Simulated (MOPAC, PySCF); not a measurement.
System: CH₂S, charge 0, multiplicity 1. SMILES: S=C
Coordinates optimised at B3LYP-D3(BJ)/def2-TZVP (Ansatz):
```xyz
4

C     -0.9907     0.1914    -0.1620
S      0.5657    -0.1093     0.0925
H     -1.3280     1.0050    -0.8021
H     -1.7796    -0.4045     0.2939
```
Charge 0, spin multiplicity 1.

Unscaled harmonic wavenumbers (cm⁻¹) in rising order, each level at the stationary point that it reaches from this structure (no distance between atoms moves by over 0.3 Å); the order of modes can differ between levels, and a negative number is imaginary. B3LYP-D3(BJ)/def2-TZVP (PySCF, at the structure above): 1005, 1031, 1093, 1497, 3061, 3140.

AM1 (MOPAC): 907, 1076, 1113, 1400, 3073, 3152. Zero-point energy 15.3 against 15.5 kcal/mol; where all levels lie over 400 cm⁻¹, the wavenumbers are on average 0.985 times those of B3LYP-D3(BJ)/def2-TZVP.

PM3 (MOPAC): 898, 1001, 1062, 1392, 3051, 3122. Zero-point energy 15.0 against 15.5 kcal/mol; where all levels lie over 400 cm⁻¹, the wavenumbers are on average 0.959 times those of B3LYP-D3(BJ)/def2-TZVP.

PM6 (MOPAC): 875, 1053, 1069, 1293, 2676, 2735. Zero-point energy 13.9 against 15.5 kcal/mol; where all levels lie over 400 cm⁻¹, the wavenumbers are on average 0.913 times those of B3LYP-D3(BJ)/def2-TZVP.

PM7 (MOPAC): 890, 1046, 1075, 1328, 2646, 2716. Zero-point energy 13.9 against 15.5 kcal/mol; where all levels lie over 400 cm⁻¹, the wavenumbers are on average 0.917 times those of B3LYP-D3(BJ)/def2-TZVP.
